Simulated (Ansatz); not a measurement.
LiCoO₂, relaxed as a singlet with RKS PBE0-D4/def2-TZVP in Ansatz, starting from the GFN1-xTB geometry. Force threshold 0.02 eV/Å.

The restricted singlet is unstable: a solution with broken spin symmetry lies lower. The relaxation made no stability test and no search for a lower SCF solution. At PBE0-D4/def2-TZVP a quintet of charge 0 lies 1.02 eV below the restricted singlet, each at its own geometry. The structure comes from a short search, and lower isomers may exist.

Start:

```csv
atom,x (Å),y (Å),z (Å)
Li1,0.539,-1.111,0.176
Co2,-0.451,0.930,-0.148
O3,-1.170,-0.486,-0.205
O4,1.082,0.667,0.178
```

Problem. Estimate the energy that the relaxation releases and the steps that it takes.

Solution. 0.08 eV, in 5 steps; 5.5 s on 4 threads of Arm Neoverse V2 on a shared host. No frequencies were taken in this run, so the end may be a saddle point.

Problem. Does the start keep its bonding and symmetry?

Solution. By distances, no bond broke or formed. The bond that changes most is Li1–O4, from 1.86 to 1.92 Å (atoms count from 1). Point group C2v at the start, C2v at the end, both within 0.05 Å.

Problem. Predict the relaxed structure.

Solution. 
```xyz
4

Li    0.534   -1.100    0.174
Co   -0.426    0.878   -0.139
O    -1.246   -0.499   -0.220
O     1.138    0.721    0.185
```
Bond lengths (bridged metal pairs left out): 2 × Co–O 1.60 Å; 2 × Li–O 1.92 Å.
